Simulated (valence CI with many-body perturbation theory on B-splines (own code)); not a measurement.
The numbers below are computed, except where a source is named.
Hyperfine factors and g values of Ni14+

Method: configuration interaction combined with many-body perturbation theory (CI+MBPT): four valence electrons over a frozen Dirac-Fock core [Ne], radial functions for each j: 11 s, 11 p, 10 d, 8 f, 5 g, 2 h, with the one-electron correlation potential Σ1 (screened to all orders), the two-electron term Σ2, the three-electron term Σ3, Breit, model QED; selected single and double excitations, second order for the rest, scaled by the run's own slope (own B-spline code, finite nucleus).

No measured spectrum was set against this ion. As an estimate, levels of excited configurations hold to 0.05 to 0.15 % of their energy, terms of the ground configuration to about 0.5 %. Among the levels kept, up to 810 cm⁻¹ of a level comes from second order outside the variational space, and about a tenth of that is noise between levels of different J, which matters for small intervals.

A/g_I is the dipole constant over the nuclear g factor μ/I (μ in nuclear magnetons, uniformly magnetised nucleus), B/Q the quadrupole constant per barn. Both hold the static response of the core; the bare values leave it out. Large factors of s and p1/2 electrons are usually good to 5 to 10 %; those of open d and f shells near neutrality can be off by tens of per cent, and small factors of p3/2, d and f electrons come from cancelling terms and can be off by a factor of two or in sign, in half-filled shells by more. B is blank for J = 1/2, where it vanishes, and for nearly pure S terms. Energies count from the lowest level. Levels with J = 0 are left out.

Names give the largest LS component (configuration and term), which can be under half, so a name can repeat, a term be missing and a line seem to break the LS rules; names also repeat where a configuration has a term twice. Letters in brackets count levels of one name in rising energy.

```tsv
Level	E (cm⁻¹)	g	A/g_I (MHz)	A/g_I bare	B/Q (MHz/b)	B/Q bare
3s2.3p2 3P_1	14909	1.500	-101	178	5490	5260
3s2.3p2 3P_2	27404	1.426	9810	9570	-6510	-6230
3s2.3p2 1D_2	62999	1.072	8980	8650	17400	16700
3s.3p3 5S°_2	254470	1.991	27500	26600		
3s.3p3 3D°_1	335390	0.556	-15700	-14800	4930	4730
3s.3p3 3D°_2	335690	1.196	16200	15600	9310	8930
3s.3p3 3D°_3	340780	1.333	25100	24000	-1210	-1140
3s.3p3 3P°_1	385620	1.452	34000	32500	-5470	-5240
3s.3p3 3P°_2	386730	1.432	23300	22300	-9400	-9000
3s.3p3 1D°_2	422900	1.044	11500	11100	-3910	-3710
3s.3p3 3S°_1	478490	1.737	-14700	-13100	10.7	14.2
3s2.3p.3d 3F°_2	493100	0.673	8600	8310	8070	7890
3s2.3p.3d 3F°_3	503120	1.084	5400	5360	8490	8320
3s.3p3 1P°_1	509740	1.252	-1520	-1060	204	202
3s2.3p.3d 3F°_4	518510	1.250	2960	3060	13000	12700
3s2.3p.3d 3P°_2	556000	1.274	2630	2800	1200	1260
3s2.3p.3d 3P°_1 [a]	566090	1.008	-4650	-4040	2470	2440
3s2.3p.3d 1D°_2	574580	1.127	2270	2380	-1290	-1150
3s2.3p.3d 3P°_1 [b]	582880	0.998	4120	4170	-6360	-6150
3s2.3p.3d 3D°_3	585310	1.325	5560	5590	-7050	-6650
3s2.3p.3d 3D°_2	586530	1.259	6060	6080	-8170	-7850
3s2.3p.3d 1F°_3	638930	1.005	4350	4320	12600	12300
3s2.3p.3d 1P°_1	655310	0.992	-1240	-926	1710	1720
3p4 3P_2	695290	1.430	8610	8670	2850	2760
3p4 3P_1	714680	1.496	5110	5390	-3060	-2940
3p4 1D_2	727730	1.068	11300	10900	-15800	-15100
3s.3p2.3d 5F_1	729280	0.031	-20000	-19100	-890	-784
3s.3p2.3d 5F_2	732610	1.022	4340	4380	1590	1600
3s.3p2.3d 5F_3	737940	1.266	9910	9730	2520	2540
3s.3p2.3d 5F_4	745630	1.357	12200	11900	558	715
3s.3p2.3d 5F_5	755310	1.397	14400	14000	-9000	-8380
3s.3p2.3d 5D_1	758850	1.479	16700	16300	-5450	-5280
3s.3p2.3d 5D_2	760290	1.466	16400	16000	-6150	-5920
3s.3p2.3d 5D_3	762500	1.461	16400	15900	-3540	-3360
```

(1) Take the isotope of mass number 61, with I = 3/2, μ = -0.74965 μN and Q = 0.162 b. What is the hyperfine structure of 3s.3p3 3D°_1?

Answers

(1) From the table A = 7820 MHz, B = 799 MHz. Shifts from the centre of gravity in MHz: F = 1/2: -18600, F = 3/2: -8620, F = 5/2: 11900.
